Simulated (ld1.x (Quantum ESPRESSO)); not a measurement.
## nickel: TM pseudisation with LDA (PZ), non-relativistic reference atom.

| Quantity | Value |
| --- | --- |
| Element | Ni |
| Generator | ld1.x (Quantum ESPRESSO) 7.5 |
| Type | norm-conserving Troullier–Martins (Kleinman–Bylander form) |
| Functional | LDA (PZ) |
| Relativity | non-relativistic |
| Frozen core | [Ne] |
| Valence charge | 18 |
| Reference configuration | 3s2 3p6 3d8 4s2 4p0 |
| Partial waves | 3s (bound): rc 0.80 bohr; 3p (bound): rc 1.10 bohr; 3d (bound): rc 1.25 bohr |
| Local potential | all-electron potential smoothed inside 0.70 bohr (lloc = -1) |
| Core correction | a·sin(br)/r model core, default radius (core density twice the valence density) |

Occupied shells without a wave of their own: 4s. They enter only through the test configuration that unscreens the potential, and ld1.x also counts them in the model core charge.

- Cutoffs needed: 230 Ry and over 300 Ry (the cutoffs (Ry, on a coarse ladder) from which the occupation-weighted sum of valence levels, in a spherical-Bessel basis at the reference potential, stays within 10 and 1 mRy of its value at 400 Ry)
- Ghost test: no extra level below or beside the all-electron valence levels (s, p, d, f tested) (spherical-Bessel basis up to 400 Ry, 20 bohr box)
- Largest excitation error: -2092 meV (all-electron minus pseudo) for 3s2 3p6 3d7 4s0 4p0, out of 7 test configurations

ld1.x takes every shell without a wave as core, so the model core holds the 4s electrons as well and exchange and correlation see them twice. This cancels in the reference configuration, but the file is broken for other ones, and its errors say nothing about a proper core correction.
